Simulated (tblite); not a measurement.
Species: C₅H₁₃BF₂OSi.
Atom-mapped SMILES: `[CH3:1][Si:2]([CH3:3])([CH3:4])[O:5][CH2:6][CH2:7][B:8]([F:9])[F:10]` (hydrogens: H11, H12, H13 on C1; H14, H15, H16 on C3; H17, H18, H19 on C4; H20, H21 on C6; H22, H23 on C7)

Computed with GFN2-xTB (tblite), gas phase: L-BFGS steps from a force-field or distance-geometry start until the largest atomic force falls under 0.01 eV/Å.

Step 31: E = -923.9641 eV
```
atom  x, y, z in Å  |  force x, y, z in eV/Å
C1     -1.5316    0.8483    1.9037    0.002   0.012   0.006
Si2    -1.3019   -0.1382    0.2839   -0.043  -0.014   0.037
C3     -1.9238    0.8976   -1.1917   -0.009   0.006  -0.007
C4     -2.1895   -1.8109    0.3903    0.013  -0.008  -0.009
O5      0.2624   -0.5693    0.0545   -0.032  -0.068  -0.003
C6      1.3375    0.2390   -0.3181   -0.039   0.002   0.013
C7      2.6417   -0.5586   -0.1723    0.007   0.017   0.011
B8      3.9116    0.3106   -0.5215   -0.027  -0.007  -0.009
F9      4.8359   -0.0476   -1.3868    0.021  -0.042   0.011
F10     4.1259    1.4964    0.0129   -0.006   0.001   0.009
H11    -0.9081    0.4405    2.6951   -0.010   0.009  -0.004
H12    -1.2751    1.8985    1.7925    0.023  -0.006  -0.012
H13    -2.5607    0.8055    2.2470    0.011   0.004  -0.004
H14    -2.9547    1.2136   -1.0768   -0.012   0.000   0.016
H15    -1.3194    1.7929   -1.3149   -0.017   0.005  -0.030
H16    -1.8599    0.3248   -2.1129    0.008   0.034  -0.020
H17    -2.1135   -2.3596   -0.5425   -0.016  -0.012   0.009
H18    -1.7721   -2.4353    1.1731   -0.013   0.012  -0.002
H19    -3.2431   -1.6640    0.6061    0.041  -0.022  -0.008
H20     1.2111    0.5591   -1.3584   -0.018   0.013  -0.019
H21     1.3707    1.1330    0.3120    0.047   0.039   0.020
H22     2.5687   -1.4564   -0.7862    0.027   0.032  -0.024
H23     2.6831   -0.8929    0.8669    0.043  -0.008   0.019
```

Step 32: E = -923.9649 eV
```
atom  x, y, z in Å  |  force x, y, z in eV/Å
C1     -1.5298    0.8508    1.9045    0.003   0.009   0.000
Si2    -1.3032   -0.1363    0.2838   -0.049  -0.019   0.045
C3     -1.9251    0.8985   -1.1920   -0.007   0.010  -0.015
C4     -2.1853   -1.8119    0.3889   -0.001  -0.015  -0.005
O5      0.2597   -0.5693    0.0536   -0.013  -0.065  -0.008
C6      1.3357    0.2377   -0.3164   -0.010   0.013   0.015
C7      2.6392   -0.5609   -0.1711    0.025   0.014   0.000
B8      3.9086    0.3092   -0.5211   -0.048  -0.018  -0.003
F9      4.8349   -0.0495   -1.3837    0.027  -0.040   0.009
F10     4.1168    1.4971    0.0101    0.009   0.018   0.011
H11    -0.9073    0.4417    2.6963   -0.010   0.006  -0.011
H12    -1.2698    1.9002    1.7928    0.017  -0.012  -0.011
H13    -2.5588    0.8102    2.2481    0.011   0.009  -0.006
H14    -2.9556    1.2138   -1.0786   -0.039   0.003   0.023
H15    -1.3232    1.7942   -1.3178    0.004   0.028  -0.014
H16    -1.8597    0.3282   -2.1139    0.005   0.005  -0.031
H17    -2.1087   -2.3612   -0.5435   -0.006  -0.007   0.006
H18    -1.7680   -2.4355    1.1722   -0.001   0.011  -0.001
H19    -3.2392   -1.6696    0.6043    0.020  -0.012  -0.004
H20     1.2123    0.5615   -1.3560   -0.028   0.006  -0.021
H21     1.3724    1.1305    0.3150    0.032   0.043   0.028
H22     2.5670   -1.4567   -0.7880    0.022   0.023  -0.009
H23     2.6823   -0.8958    0.8683    0.035  -0.012   0.000
```

**Question.** Estimate the geometry and energy of step 33. (The exact step hangs on the optimiser's Hessian estimate; all steps are aligned on step 32, rigid shifts and turns removed.)

**Answer.** E = -923.9656 eV, largest force 0.053 eV/Å
```
atom  x, y, z in Å  |  force x, y, z in eV/Å
C1     -1.5280    0.8529    1.9048    0.002   0.003  -0.006
Si2    -1.3046   -0.1350    0.2843   -0.032  -0.016   0.026
C3     -1.9261    0.8995   -1.1925   -0.008   0.013  -0.017
C4     -2.1816   -1.8128    0.3876   -0.012  -0.018   0.000
O5      0.2574   -0.5710    0.0536    0.004  -0.036  -0.013
C6      1.3336    0.2368   -0.3145    0.013   0.015   0.015
C7      2.6372   -0.5624   -0.1703    0.026   0.010  -0.008
B8      3.9054    0.3080   -0.5214   -0.042  -0.017   0.004
F9      4.8346   -0.0523   -1.3803    0.023  -0.031   0.014
F10     4.1091    1.4973    0.0084    0.021   0.024   0.004
H11    -0.9067    0.4427    2.6968   -0.006   0.003  -0.011
H12    -1.2650    1.9015    1.7927    0.012  -0.011  -0.011
H13    -2.5570    0.8140    2.2483    0.005   0.016  -0.002
H14    -2.9568    1.2136   -1.0791   -0.048   0.003   0.023
H15    -1.3265    1.7961   -1.3208    0.015   0.037   0.003
H16    -1.8597    0.3314   -2.1155    0.001  -0.014  -0.029
H17    -2.1047   -2.3627   -0.5442    0.004  -0.005  -0.001
H18    -1.7643   -2.4350    1.1715    0.011   0.004   0.005
H19    -3.2352   -1.6739    0.6027   -0.009  -0.005   0.001
H20     1.2119    0.5634   -1.3539   -0.034  -0.002  -0.006
H21     1.3739    1.1291    0.3182    0.011   0.027   0.024
H22     2.5658   -1.4565   -0.7898    0.015   0.014   0.004
H23     2.6827   -0.8976    0.8693    0.028  -0.015  -0.019
```

The energy changes by -0.0007 eV. The first-order estimate −F·Δx gives -0.0010 eV and the mean of the old and new forces, exact on a quadratic surface, -0.0007 eV. The step makes an angle of 72° with the force vector and moves no atom by more than 0.008 Å.

What follows is the cost of the whole relaxation. On one thread, Intel Xeon at 2.50 GHz (x86_64), shared host with 64 logical CPUs at a one-minute load of 59, this took 3.7 s wall.
